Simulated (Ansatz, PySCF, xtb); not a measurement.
Stepwise substitution at one centre (Ge NH2-OCH3). All species are isolated molecules in the gas phase. One relaxed conformer stands for each flexible species; it need not be the lowest. Strings in code marks are SMILES.

Quantity: redistribution energy (mixed species minus the weighted end members), in kcal/mol.

Level 1: frozen-core CCSD(T)/cc-pVDZ // r2SCAN-D4/def2-SVP (Ansatz, a quantum-chemistry and plane-wave program)
Level 2: PBE-D3(BJ)/def2-TZVP // r2SCAN-D4/def2-SVP (PySCF)
Level 3: frozen-core MP2/6-31G* // r2SCAN-D4/def2-SVP (PySCF)
Level 4: GFN2-xTB (xtb)

```tsv
species	level 1	level 2	level 3	level 4
2 of 4 NH2 replaced by OCH3: `[NH2][Ge]([NH2])([O]C)[O]C`	-1.75	-2.20	___	-1.79
1 of 4 NH2 replaced by OCH3: `C[O][Ge]([NH2])([NH2])[NH2]`	-1.03	___	-1.20	-1.62
3 of 4 NH2 replaced by OCH3: `[O](C)[Ge]([O]C)([O]C)[NH2]`	-1.09	-1.26	-0.93	___
```

Q: Some entries are withheld; supply them.

A: 
- 2 of 4 NH2 replaced by OCH3: `[NH2][Ge]([NH2])([O]C)[O]C`, level 3: -2.04
- 1 of 4 NH2 replaced by OCH3: `C[O][Ge]([NH2])([NH2])[NH2]`, level 2: -1.32
- 3 of 4 NH2 replaced by OCH3: `[O](C)[Ge]([O]C)([O]C)[NH2]`, level 4: -1.23
